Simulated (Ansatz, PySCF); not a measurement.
GaFClBr, SMILES [F][Ga]([Cl])[Br]. Atoms are numbered in the order given.

```xyz
4

Ga    -0.3389    -0.4620     0.0000
F     -2.0472    -0.7782     0.0000
Cl     0.9636    -2.1306     0.0000
Br     0.3764     1.6705     0.0000
```

Coordinates come from a PBE0-D3(BJ)/def2-SVP optimisation. The structure was generated by enumeration; whether it is a known compound was not checked.

Two levels are set side by side: PBE-D3(BJ)/def2-SVP (Ansatz, a quantum-chemistry and plane-wave program) and PBE0-D3(BJ)/def2-SVP (Ansatz). Each level has its own optimised geometry; the coordinates shown are those of the second. Frequencies come from the Hessian of PySCF at each geometry. Differences are taken from unrounded values.

| quantity | PBE0-D3(BJ) |
|---|---|
| mean bond length (Å) | 2.034 |
| bond Ga1–F2 (Å) | 1.737 |
| bond Ga1–Cl3 (Å) | 2.117 |
| bond Ga1–Br4 (Å) | 2.249 |
| highest harmonic wavenumber (cm⁻¹) | 731 |
| mean harmonic wavenumber (cm⁻¹) | 321 |
| zero-point energy (kcal/mol) | 2.75 |

**Question.** What does PBE-D3(BJ) give, and how far is it from PBE0-D3(BJ)? (The exact figures need the calculation; the answer reports its results.)

**Answer.** 
| quantity | PBE-D3(BJ) | PBE-D3(BJ) minus PBE0-D3(BJ) |
|---|---|---|
| mean bond length (Å) | 2.053 | 0.019 |
| bond Ga1–F2 (Å) | 1.756 | 0.019 |
| bond Ga1–Cl3 (Å) | 2.135 | 0.018 |
| bond Ga1–Br4 (Å) | 2.269 | 0.020 |
| highest harmonic wavenumber (cm⁻¹) | 697 | -33 |
| mean harmonic wavenumber (cm⁻¹) | 306 | -15 |
| zero-point energy (kcal/mol) | 2.62 | -0.13 |

GGA bonds tend to be longer and softer than those of functionals with exact exchange. Differences between two approximate levels are no errors against the true value.
